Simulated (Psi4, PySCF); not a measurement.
Input for Psi4:
```
memory 2 GB

molecule mol {
0 3
  C    -0.531391    0.098751    0.203776
  O     0.675825   -0.130935   -0.133377
  H    -1.284814   -0.641711   -0.114743
  H    -0.933441    1.096687   -0.040897
}

set basis 6-311g**
set reference uhf
set freeze_core true
set mp2_type conv
set scf_type pk
set puream true
set d_convergence 1e-8

energy('mp2')
print_variables()
```

**Question.** Convert this to an input for PySCF.

**Answer.** One answer among several that fit: 
```python
from pyscf import gto, scf, mp

mol = gto.Mole()
mol.atom = '''
    C    -0.531391    0.098751    0.203776
    O     0.675825   -0.130935   -0.133377
    H    -1.284814   -0.641711   -0.114743
    H    -0.933441    1.096687   -0.040897
'''
mol.basis = '6-311g**'
mol.charge = 0
mol.spin = 2
mol.verbose = 4
mol.build()

mf = scf.UHF(mol)
mf.kernel()

pt = mp.MP2(mf, frozen=2)
pt.kernel()
print('E(MP2) = %.10f' % pt.e_tot)
```

Both were run: Psi4 gave -114.104224 Eh and PySCF -114.104224 Eh, 0.000 mEh apart.
